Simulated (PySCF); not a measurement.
Geometry (Å), atoms numbered from 1 in this order:
```xyz
11

O     2.382   -1.229    0.619
C     1.835   -0.286    0.159
F     2.590    0.752   -0.330
C     0.423   -0.011    0.009
C    -0.654   -0.861    0.404
C    -1.786   -0.193    0.068
O    -1.489    0.993   -0.500
C    -0.168    1.105   -0.537
H    -0.563   -1.820    0.868
H    -2.823   -0.440    0.174
H     0.259    1.993   -0.960
```

Computed data (PySCF 2.14.0 with density-fitted response routines): shielding tensors at PBE0/pcSseg-1 (GIAO), GFN2-xTB structure. No solvent, single conformer, non-relativistic Hamiltonian.

Scale: ¹³C and ¹H vs TMS; ¹⁷O vs H2O; ¹⁹F vs CFCl3 (reference shieldings calculated alike).

```csv
atoms,nucleus,count,δ (ppm)
F3,¹⁹F,1,31.8
C5,¹³C,1,120.6
C8,¹³C,1,156.8
O1,¹⁷O,1,435.9
H9,¹H,1,7.25
C2,¹³C,1,160.6
H10,¹H,1,7.60
C4,¹³C,1,?
C6,¹³C,1,?
H11,¹H,1,8.18
O7,¹⁷O,1,?
```

Q: Complete the table.

A: 
- C6: 149.0 ppm, aromatic CH next to the ring oxygen
- C4: 122.1 ppm, substituted aromatic carbon
- O7: 311.7 ppm, aromatic ring oxygen

Shifts are as computed. Against solution values, carbons near 30 ppm lie about +3 ppm off and those near 130 ppm about +5 ppm. Of 1211 compounds with measured shifts, 218 miss one by over three times the rms of a fit or turn the order of signals round; such compounds aren't used in these exercises. Unscaled 19F shifts against computed CFCl3 carry errors that often reach 10 to 50 ppm. Unscaled 17O shifts of doubly bonded oxygen tend to come out too high, by tens of ppm or more. Experimental scales use liquid or dissolved standards, which lie at an offset from isolated H2O (liquid H2O: subtract about 36 ppm).
